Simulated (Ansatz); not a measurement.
Isolated molecules relaxed with PBE0-D4/def2-TZVP in Ansatz; ΔE leaves out vibrations. CCSD(T)/CBS is the MP2 limit (def2-TZVPP, def2-QZVPP) plus CCSD(T) − MP2 in def2-TZVPP, frozen cores. Functionals use def2-TZVPP. One conformer a species, not always the lowest.

Reaction (formal exchange of groups at a C–C bond): `CC#CC(F)(F)F` + `CCS(C)(=O)=O` → `CC(C)S(C)(=O)=O` + `C#CC(F)(F)F`

CCSD(T)/CBS gives +20.5 kJ/mol.

Question: Another level gave +38.3 kJ/mol. Which?
A. B2PLYP/def2-TZVPP
B. PBE/def2-TZVPP
C. ωB97X-V/def2-TZVPP
D. CCSD/def2-TZVPP

Answer: B. PBE 38.3, B2PLYP 30.7, ωB97X-V 26.2, CCSD/def2-TZVPP 21.7 kJ/mol.

Largest T1 diagnostic among the species: 0.014.

In def2-TZVPP, CCSD(T) changes the Hartree–Fock value by −16.8 kJ/mol (the triples alone add −2.4 kJ/mol) and MP2 by −16.1 kJ/mol. The D4 term adds −9.0 kJ/mol with B3LYP and −4.9 kJ/mol with PBE0; it sums over pairs of atoms, weighted by their polarisabilities, and B3LYP, whose exchange is more repulsive, gets the larger term.

B3LYP here is the variant with VWN-RPA as its local correlation; programs differ in this.
